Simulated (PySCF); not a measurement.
# B2PLYP on In²⁺ (indium, charge +2)

Configuration: [Kr] 4d10 5s1, 2S determinant. Computed with PySCF 2.14 in aug-cc-pwCVDZ-PP with ECP28MDF, with scalar relativity through the core potential.

```json
{"Total energy, PT2 part included": "-188.9475 hartree", "One-electron energy": "-321.3308 hartree", "Hartree (Coulomb) energy": "148.3825 hartree", "Exchange-correlation energy": "-15.9992 hartree", "PT2 correlation before scaling by 0.27": "0.00000 hartree", "⟨S²⟩": "0.7504", "⟨L²⟩": "0.000", "Sum of ⟨r⟩": "21.45 bohr", "Sum of ⟨r²⟩": "29.86 bohr²"}
```

| shell | electrons | mean orbital energy (hartree) | rms radius, mean of both spins (bohr) |
| --- | --- | --- | --- |
| 4s α | 1 | -5.62046 | 0.910 |
| 4s β | 1 | -5.61211 | 0.910 |
| 4p α | 3 | -3.95916 | 0.993 |
| 4p β | 3 | -3.95496 | 0.993 |
| 4d α | 5 | -1.51791 | 1.26 |
| 4d β | 5 | -1.50945 | 1.26 |
| 5s α | 1 | -0.94735 | 2.52 |

Energies and moments cover only the electrons outside the core potential.

The orbital energies are those of the SCF part of the double hybrid.
